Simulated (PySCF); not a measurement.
**CrP: energy against distance**

Set-up: Cr def2-TZVPP, P def2-TZVPP; no relativity (PySCF 2.14). Energies in eV from Cr (3d5 4s1) + P in their ground configurations at the same level. All curves are PBE0. state 1: Ms = 1.5 determinant of mixed spin (⟨S²⟩ near 5.4), unpaired electrons σ ↑, δ ↑↑; state 2: Ms = 2.5 determinant of mixed spin (⟨S²⟩ near 9.6), unpaired electrons σ ↑, π ↑↑, δ ↑↑, a mixture of terms (⟨Lz²⟩ = 2.0), a second solution, started from another occupation; state 3: ⁸Σ⁻ (octet), unpaired electrons σ ↑, π ↑↑↑↑, δ ↑↑, a second solution, started from another occupation; state 4: Ms = 1.5 determinant of mixed spin (⟨S²⟩ near 5.0), unpaired electrons π ↑, δ ↑↑, a second solution, started from another occupation.

```tsv
R (Å)	state 1	state 2	state 3	state 4
1.918	-1.383	-0.129	0.952	-0.0268
2.007	-1.729	-0.678	0.103	-0.3418
2.096	-1.914	-1.017	-0.479	-0.4895
2.163	-1.977	-1.170	-0.780	-0.5212
2.230	-1.993	-1.259	-0.990	-0.5035
2.297	-1.973	-1.297	-1.128	-0.4492
2.386	-1.906	-1.291	-1.226	-0.3375
2.498	-1.779	-1.218	-1.245	-0.1605
2.631	-1.592	-1.071	-1.168	0.0756
2.810	-1.323	-0.827	-0.973	0.3939
```

Problem. Put a parabola through the three lowest points of the state 1 curve and estimate Re, k and ωe (reduced mass 19.4 u; 1 eV/Å² = 0.16022 mdyn/Å; ωe = 1302.8·√(k/μ) cm⁻¹).

Solution. Through R = 2.163, 2.23, 2.297 Å the second-order coefficient is 4.01 eV/Å², so Re ≈ 2.226 Å, k ≈ 1.28 mdyn/Å and ωe ≈ 335 cm⁻¹. A polynomial fit of higher order to the unrounded PBE0 energies gives Re = 2.223 Å, k = 1.32 mdyn/Å, ωe = 340 cm⁻¹; anharmonicity and rounding make the difference.

The higher-order fit for each curve: state 1: Re = 2.223 Å, ωe = 340 cm⁻¹, De = 1.99 eV; state 2: Re = 2.330 Å, ωe = 323 cm⁻¹, minimum 1.30 eV below the ground-state fragments; state 3: Re = 2.463 Å, ωe = 313 cm⁻¹, minimum 1.25 eV below the ground-state fragments; state 4: Re = 2.169 Å, ωe = 387 cm⁻¹, minimum 0.52 eV below the ground-state fragments.

The metal atom is held in its measured ground configuration; semilocal functionals can put another filling of s and d lower by some tenths of an eV, and De to that atom would be smaller. ⟨S²⟩ of the unrestricted solution departs from its pure value on part of the curve, where spin states mix. With d or f electrons several states lie close, and the lowest PBE0 determinant need not be the measured ground state.
